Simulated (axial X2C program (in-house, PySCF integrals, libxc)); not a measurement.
## Nuclear properties of CaRh

Calculated with an axial X2C code built on PySCF integrals: two-component X2C with atomic mean-field Coulomb and Gaunt terms, Gaussian nuclei, basis Rh dyall-cv3z, Ca dyall-cv3z with contracted cores.

R = 2.352 Å (near the PBE0 minimum at charge 0 of the determinant lowest at the starting distance; the state shown can have its own minimum elsewhere).

Input and command:
```json
{"zs": [45, 20], "q": 0, "bas": ["dyall-cv3z", "dyall-cv3z"], "r0": 2.96, "levels": ["PBE0", "HF", "PBE50", "BHandHLYP", "B3LYP"], "nst": 3}
```
```bash
python soeom.py task.json out
```

Keys: zs atomic numbers; q charge; bas basis sets; r0 starting distance in Å; levels methods; nst determinants followed.

Determinant lowest in the PBE0 search, Ω = 5/2 (⟨Sz⟩ = 0.50, ⟨Lz⟩ = 2.00 at PBE0), spin on the atoms Rh 0.62, Ca -0.12:

| level | Eeff magnitude (GV/cm) | Ws magnitude Rh (kHz) | Ws magnitude Ca (kHz) | A∥/gI Rh (MHz) | qzz Rh (a.u.) | A∥/gI Ca (MHz) | qzz Ca (a.u.) | μ (D) |
| --- | --- | --- | --- | --- | --- | --- | --- | --- |
| PBE0 | 0.0561 | 0.0119 | 0.00788 | 555 | -1.97 | -35.6 | 0.04 | 3.58 |
| PBE50 | 0.365 | 0.0895 | 0.0149 | 629 | -2.00 | -46.8 | 0.05 | 2.82 |
| BHandHLYP | 0.153 | 0.0336 | 0.00738 | 466 | -2.00 | -26.3 | 0.05 | 2.99 |
| B3LYP | 0.00345 | 0.0019 | 0.00454 | 464 | -1.96 | -22 | 0.02 | 3.78 |

Determinant 0.25 eV from it at PBE0 and this distance, Ω = 3/2 (⟨Sz⟩ = -0.47, ⟨Lz⟩ = 1.97 at PBE0), spin on the atoms Rh -0.58, Ca 0.11:

```
    level  Eeff magnitude (GV/cm)  Ws magnitude Rh (kHz)  Ws magnitude Ca (kHz)  A∥/gI Rh (MHz)  qzz Rh (a.u.)  A∥/gI Ca (MHz)  qzz Ca (a.u.)  μ (D)
     PBE0                  0.0411                 0.0318                 0.0118             512          -1.97            57.6           0.04   3.60
    PBE50                    0.38                  0.171                 0.0225             388          -1.97            73.7           0.05   2.84
BHandHLYP                   0.182                 0.0851                 0.0107             623          -1.93            41.3           0.05   2.99
    B3LYP                  0.0194                0.00804                0.00667             643          -1.93            36.7           0.02   3.79
```

Eeff is the effective electric field on the electron electric dipole moment in this Ω state and Ws the scalar–pseudoscalar constant of the nucleus named (defined with the proton number Z and per Ω); A∥ (defined per Ω) follows by multiplying with gI = μI/(I μN); qzz is the electric field gradient, eQq0 = 234.96 MHz × Q/barn × qzz; μ is positive if the Ca end (last atom) is positive. The operators were transformed with the bare-nucleus X2C matrices; with these basis sets, hyperfine constants and field gradients can be off by tens of per cent, and where levels differ in sign neither size nor sign is settled.

Question: With gI(103Rh) = -0.1768 (g factors from the IAEA table of nuclear moments by Stone), turn the PBE0 values of the first state into constants in MHz.

Answer: A∥(103Rh) = 555 × -0.1768 = -98.1 MHz.

Each state is one determinant with collinear spin. In the state Ω = 3/2 the sign of Eeff differs between levels (B3LYP against PBE0). Where Eeff spreads by more than a factor of two the levels disagree and none is to be relied on. Left out as unconverged or as another state under the same occupation: HF in at least one table. The search compared states at one distance, so a state with another bond length can lie lower. The sign of Ws at Rh differs between levels in the first state. Further determinants of the search, some of them spin-mixed, are not shown. Where a field gradient or hyperfine factor spreads by more than a factor of two over the levels, a constant derived from it is not to be relied on. PBE0 term energies can be off by some tenths of an eV.
